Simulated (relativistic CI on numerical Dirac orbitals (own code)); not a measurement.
Hyperfine structure of Ag³⁶⁺, mass number 107

Computed by Dirac-Coulomb-Breit CI, KLI orbitals optimised for each configuration, model QED, unscaled Slater integrals (own radial code, finite nucleus).

Configurations in the expansion (outside the closed core [Ne]): 3s, 3p, 3d, 4s, 4p, 4d, 4f, 5s, 5p, 5d, 5f, 5g, 6s, 6p, 6d. Levels of other configurations are missing.

Nuclear spin I = 1/2, μ = -0.11352 μN (tables of Stone and Pyykkö). The electronic factors are computed for point nuclear moments, without core polarisation or the Bohr-Weisskopf and QED corrections.

| Level | E (eV) | A (GHz) |
| --- | --- | --- |
| 3s 2S_1/2 | 0.00 | -206.8 |
| 3p 2P°_1/2 | 82.37 | -64.22 |
| 3p 2P°_3/2 | 127.59 | -10.49 |
| 3d 2D_3/2 | 234.07 | -5.35 |
| 3d 2D_5/2 | 243.78 | -2.23 |
| 4s 2S_1/2 | 1084.40 | -84.09 |
| 4p 2P°_1/2 | 1118.34 | -26.42 |
| 4p 2P°_3/2 | 1136.64 | -4.34 |

Levels with J = 0, under 50 % of one LS term, or S terms without an open s electron are left out. Small factors come from cancelling terms and can be off by tens of per cent or more.

At this charge energies of transitions that change n are usually good to better than 1 %, and those within a shell (Δn = 0) to a few per cent.

Give the hyperfine levels of 3s 2S_1/2 relative to its centre of gravity.

With K = F(F + 1) − I(I + 1) − J(J + 1), E = AK/2: F = 0: 155.1, F = 1: -51.71 GHz.
